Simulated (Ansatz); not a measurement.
Reactions of ClH5OSSi2, SMILES `O[SiH2]S[SiH2]Cl`.

Program: Ansatz. Geometries: PBE0-D4/def2-TZVP. ΔE: electronic, gas phase. CCSD(T)/CBS adds triple-zeta CCSD(T) − MP2 to the extrapolated MP2 energy (def2 sets, frozen cores). This one scheme is used for every species. DFT in def2-TZVPP. B3LYP here is the variant with VWN-RPA as its local correlation; programs differ in this. For Ge outer-core shells are correlated without core-valence functions, which leaves a few kJ/mol of doubt a bond. Scalar relativity is left out up to krypton. Each species was taken in one conformer, which may not be the lowest.

```tsv
reaction	CCSD(T)/CBS(def2) (kJ/mol)
`O[SiH2]S[SiH2]Cl` + `[NH2][GeH3]` → `Cl[SiH2][NH][GeH3]` + `O[SiH2]S`	?
`O[SiH2]S[SiH2]Cl` + H–F → `O[SiH2]S[SiH2]F` + HCl	-34
`O[SiH2]S[SiH2]Cl` + `C=C[NH][GeH3]` → `C=C[N]([GeH3])[SiH2]Cl` + `O[SiH2]S`	-7
`O[SiH2]S[SiH2]Cl` + `CN[SiH2]O` → `CN([SiH2]O)[SiH2]O` + `S[SiH2]Cl`	7
`O[SiH2]S[SiH2]Cl` + HCl → `Cl[SiH2]S[SiH2]Cl` + H₂O	?
`O[SiH2]S[SiH2]Cl` + `CC=N` → `C/C=N\[SiH2]Cl` + `O[SiH2]S`	22
```

Q: Fill in the missing values. (Best estimate.)

A: The calculation gave: `O[SiH2]S[SiH2]Cl` + `[NH2][GeH3]` → `Cl[SiH2][NH][GeH3]` + `O[SiH2]S`: -8.7 kJ/mol; `O[SiH2]S[SiH2]Cl` + HCl → `Cl[SiH2]S[SiH2]Cl` + H₂O: +0.6 kJ/mol.

Largest T1 diagnostic: 0.012, for `C/C=N\[SiH2]Cl`.
